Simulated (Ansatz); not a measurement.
One geometry of Si20H29⁻, a nanocrystal with a defect cut from the lattice of silicon (one cap removed), several levels of theory.

```yaml
crystal:
  periodic: [false, false, false]
  atoms:
    - {symbol: Si, position_ang: [-1.967409, -2.024569, -0.774399]}
    - {symbol: Si, position_ang: [-2.108295, 0.805422, -3.470849]}
    - {symbol: Si, position_ang: [-1.976697, 0.705814, 1.971635]}
    - {symbol: Si, position_ang: [-2.114100, 3.403655, -0.858283]}
    - {symbol: Si, position_ang: [0.849326, -2.174959, -3.467629]}
    - {symbol: Si, position_ang: [0.771693, -2.022834, 1.970433]}
    - {symbol: Si, position_ang: [3.469681, -2.173727, -0.843157]}
    - {symbol: Si, position_ang: [0.741864, 0.693359, -0.740457]}
    - {symbol: Si, position_ang: [0.851958, 3.403402, 2.114939]}
    - {symbol: Si, position_ang: [3.467087, 0.806646, 2.115354]}
    - {symbol: Si, position_ang: [-3.336614, -0.788728, -2.242920]}
    - {symbol: Si, position_ang: [-0.748819, -3.411707, -2.240313]}
    - {symbol: Si, position_ang: [-0.616365, -0.673066, 0.615586]}
    - {symbol: Si, position_ang: [-0.643022, 2.040449, -2.098137]}
    - {symbol: Si, position_ang: [-3.344677, 2.171860, 0.732158]}
    - {symbol: Si, position_ang: [-0.740095, 2.171160, 3.342901]}
    - {symbol: Si, position_ang: [2.051787, -0.749645, -2.048477]}
    - {symbol: Si, position_ang: [2.240526, -3.409304, 0.754500]}
    - {symbol: Si, position_ang: [2.237103, -0.786660, 3.342633]}
    - {symbol: Si, position_ang: [2.096454, 2.040647, 0.647301]}
    - {symbol: H, position_ang: [-2.846198, -2.890163, 0.099305]}
    - {symbol: H, position_ang: [-1.375886, 0.123487, -4.593756]}
    - {symbol: H, position_ang: [-3.076088, 1.789118, -4.082954]}
    - {symbol: H, position_ang: [-2.853735, -0.161403, 2.846143]}
    - {symbol: H, position_ang: [-3.079092, 4.021064, -1.841518]}
    - {symbol: H, position_ang: [-1.382700, 4.523693, -0.170423]}
    - {symbol: H, position_ang: [0.166104, -1.426911, -4.578972]}
    - {symbol: H, position_ang: [1.835408, -3.135842, -4.084840]}
    - {symbol: H, position_ang: [-0.103349, -2.889267, 2.847068]}
    - {symbol: H, position_ang: [4.088176, -3.135709, -1.827360]}
    - {symbol: H, position_ang: [4.580129, -1.424754, -0.159497]}
    - {symbol: H, position_ang: [0.164387, 4.521825, 1.380814]}
    - {symbol: H, position_ang: [1.832381, 4.023017, 3.081368]}
    - {symbol: H, position_ang: [4.590761, 0.123932, 1.384859]}
    - {symbol: H, position_ang: [4.078098, 1.791023, 3.083098]}
    - {symbol: H, position_ang: [-3.950370, -1.771407, -3.210628]}
    - {symbol: H, position_ang: [-4.459112, -0.104237, -1.512004]}
    - {symbol: H, position_ang: [-1.737467, -4.044498, -3.191793]}
    - {symbol: H, position_ang: [-0.047299, -4.519301, -1.503499]}
    - {symbol: H, position_ang: [0.223299, 2.920159, -2.969679]}
    - {symbol: H, position_ang: [-4.462273, 1.435904, 0.045170]}
    - {symbol: H, position_ang: [-3.964348, 3.139173, 1.711431]}
    - {symbol: H, position_ang: [-1.720332, 3.138224, 3.961398]}
    - {symbol: H, position_ang: [-0.055071, 1.434650, 4.461296]}
    - {symbol: H, position_ang: [1.505013, -4.517523, 0.052602]}
    - {symbol: H, position_ang: [3.190915, -4.041296, 1.744684]}
    - {symbol: H, position_ang: [3.203664, -1.769349, 3.958116]}
    - {symbol: H, position_ang: [1.504396, -0.101976, 4.463800]}
    - {symbol: H, position_ang: [2.969173, 2.921140, -0.217046]}
basis:
  gaussian: {orbitals: def2-SVP, fitting: {mean_field: def2-universal-jkfit}, initial_orbitals: start.molden}
total_charge: -1
hamiltonian: {xc: hse06, dispersion: d4}
scf: {omitted_lower_state_checks: [starts]}
output: {orbitals: {seedname: orbitals}}
```

The file start.molden holds the orbitals of an earlier run on this structure, at another level or in another basis.

```sh
$ ansatz run in.yaml --threads 2 --pin off --events-out ev --progress --plain --max-ram 22528MiB --backend cuda --devices 0, --max-vram 18GiB
```

It prints (some lines left out):

```
Functional definition: HSE06
3082 factors; integrals over basis functions are off by at most 3.2e-1 eV
3082 factors; integrals over basis functions are off by at most 1.8e-7 eV
mean field evaluation 1: about -157912.3389 eV, gradient 5.9e-1 eV
mean field evaluation 2: about -157912.3284 eV, gradient 5.9e-1 eV
mean field evaluation 4: about -157912.3307 eV, gradient 2.7e-3 eV
mean field -157912.33073717 eV, -5803.1711177690 hartree, gradient 1.7e-5 eV, S^2 0.000000; 0 other end points of the search recorded, 0 dependent functions left out
reference -157912.33082365 eV, -5803.1711209469 hartree; 155, 155 occupied and 350, 350 virtual orbitals, 3082 factors
Total energy: -157915.44544928 eV, -5803.2855813277 hartree
Checks for a lower state left out: starts
```

Run time 5 s (2 threads of AMD EPYC 7R13 on a shared host and a share (18 GiB) of an NVIDIA H100 80GB HBM3).

As the first input, with `hamiltonian: {xc: pbe, dispersion: d4}` (abridged; 3.7 s):

```
Functional definition: PBE
mean field -157899.38711470 eV, -5802.6954484166 hartree, gradient 1.5e-5 eV, S^2 0.000000
Total energy: -157902.91509599 eV, -5802.8250993376 hartree
Checks for a lower state left out: starts
```

As the first input, with `gaussian: {orbitals: def2-SVP, fitting: {mean_field: def2-universal-jkfit}}`, `hamiltonian: {xc: pbe0, dispersion: d4}` (abridged; 4.3 s):

```
Functional definition: PBE0
mean field evaluation 16: about -157915.9204 eV, gradient 1.3e-4 eV
mean field -157915.92043634 eV, -5803.3030367802 hartree, gradient 1.1e-5 eV, S^2 0.000000
Total energy: -157919.14592250 eV, -5803.4215712104 hartree
Checks for a lower state left out: starts
```

Geometry: PBE-D4/def2-SVP, that of the neutral doublet.

HSE06 is defined as in plane-wave codes, on full-range PBE exchange. Single mean-field runs in def2-SVP are fitted with def2-universal-jkfit.
